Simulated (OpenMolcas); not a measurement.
Au3+ among 6 point charges of -1.7 e arranged as an octahedron (Oh), 2.29 Å from the ion.
```
   2.2900    0.0000    0.0000  -1.70
   0.0000    2.2900    0.0000  -1.70
  -2.2900    0.0000    0.0000  -1.70
   0.0000   -2.2900    0.0000  -1.70
   0.0000    0.0000    2.2900  -1.70
   0.0000    0.0000   -2.2900  -1.70
```

```json
{
 "Program": "OpenMolcas 26.06",
 "Method": "CASSCF",
 "Basis": "ANO-RCC-VTZP [8s7p5d3f1g]",
 "Scalar Hamiltonian": "DKH2, point nucleus",
 "Active space": "8 electrons in 5 orbitals (5d)",
 "State averaging": "2S+1 = 3 even, 10 roots; 2S+1 = 1 even, 15 roots",
 "Spin-orbit coupling": "state interaction with AMFI integrals over the reference wave functions"
}
```

Question: What is the spin-free ground state (labels of O, the rotations of Oh)?

Answer: 3A2, 1-fold in its orbital part, 100 % from free-ion F terms; it has the highest spin that d8 allows.

Question: Where is the first state of the same spin?

Answer: 3T2 at 3870 cm-1 above the ground state.

Question: What are the lowest two levels with spin-orbit coupling?

Answer: A 3-fold level T2, then a 2-fold level E 2596 cm-1 above it. Their leading multiplicities are 3 (97 %) and 3 (95 %).

Question: What is χT at 300 K, and how does it compare with the textbook value?

Answer: The lowest level has 2S+1 = 3, for which the spin-only value is χT = S(S+1) / 2 = 1.000 cm3 K/mol (g = 2). The computed 2.699 at 300 K differs by +1.699, through orbital momentum, spin-orbit coupling and any other state in reach.

Question: Which ligand-field parameters describe the states?

Answer: A least-squares ligand-field fit to the states below 45000 cm-1, each weighted by its degeneracy and with a free common offset, gives 10Dq = 3875 cm-1, B = 934 cm-1 and C = 3850 cm-1 (C/B = 4.12), with an rms deviation of 46 cm-1. 

Spin-orbit coupling mixes the spin-free states strongly: the lowest level takes only 57 % from its leading state, 3A2. Without dynamic correlation the repulsion within the d shell is too large (B by tens of per cent), so at a given field states of lower spin stand too high. Real 4d8 and 5d8 ions are as a rule square planar and diamagnetic. This field is weak: 10Dq is about 3875 cm-1, while octahedral complexes of 5d ions of charge 3 and more, computed by the same method with explicit ligands, had a median near 35000 cm-1. Ground spin and moment need not be those of a real site. Point charges carry no covalency, so the field is a model and not that of real ligands. No measured value stands beside these numbers.
